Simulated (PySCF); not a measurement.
Species: C5H8F3Si (doublet state).
Cartesian coordinates in Å at the GFN2-xTB level; atoms count from 1:
```xyz
17
C5H8F3Si angstrom
C      2.9951    0.1313    0.3385
C      1.9063   -0.5879   -0.4123
C      0.6386   -0.5541   -0.1447
Si    -0.8213    0.0138    0.7895
C     -1.5307    1.5672   -0.0906
F     -0.6218    2.6054   -0.0196
C     -2.1670   -1.3743    0.5660
F     -1.9057   -2.4303    1.3869
F     -3.3977   -0.9118    0.9348
H      2.5769    0.7070    1.1582
H      3.5171    0.8000   -0.3435
H      3.7102   -0.5930    0.7243
H      2.2717   -1.1720   -1.2541
H     -0.7328    0.2592    2.2336
H     -1.7223    1.4040   -1.1545
H     -2.4497    1.9324    0.3746
H     -2.2739   -1.7850   -0.4475
```

The hyperfine couplings belong to this conformer and change with its torsions.

The species is `C/C=[C]\[Si@@H](CF)C(F)F` [radical].

Method used: PySCF, UKS B3LYP, pcH-1 on C F H Si, non-relativistic, mean-field spin-orbit, GIAO. Isolated species at its GFN2-xTB geometry (one conformer only). A GFN2-xTB geometry isn't a minimum of the functional, and hyperfine couplings can be far from their values at a DFT geometry. The SCF solution wasn't tested for stability.

Problem. Match the computed a_iso(13C) values +162.5, +86.6, -39.7, +32.3, +0.6 MHz with the sites C1; C2; C3; C5; C7.

Solution. 
```
site  a_iso (MHz)  ρ(0) (bohr⁻³)                 position  distance from C3 (Å)  spin population  largest |T| (MHz)
  C1        +86.6        +0.0771          2 bonds from C3                  2.50            +0.07               14.4
  C2        -39.7        -0.0353           1 bond from C3                  1.30            -0.16               16.2
  C3       +162.5        +0.1447  largest spin population                  0.00            +0.98              135.0
  C5         +0.6        +0.0005          2 bonds from C3                  3.03             0.00                1.3
  C7        +32.3        +0.0287          2 bonds from C3                  3.01            +0.01                3.5
```

ρ(0) is the spin density at the nucleus and T the dipolar tensor; a_iso includes a spin–orbit part; entries for several nuclei are means. The Mulliken spin populations are largest on C3 (+0.98), C2 (-0.16) and C1 (+0.07). No atom but C3 exceeds +0.15. The positive populations add up to 1.17 and the negative ones to -0.17, together 2S = 1.

β density exceeds α density at some nuclei, such as C2 (-0.0353) and H10/H11/H12 (-0.0014), spin density in bohr⁻³. In a single determinant that takes different orbitals for the two spins, that is spin polarisation.

Nuclei that the bonding pattern makes equivalent are averaged, as if the motion that swaps them (rotation, inversion, ring flip) were fast.

Hardware: one thread, Arm Neoverse V1 (aarch64) (shared host). Cost: 2.1 min of wall time (with the writing of density and orbital grids), 1.2 GiB resident at most.
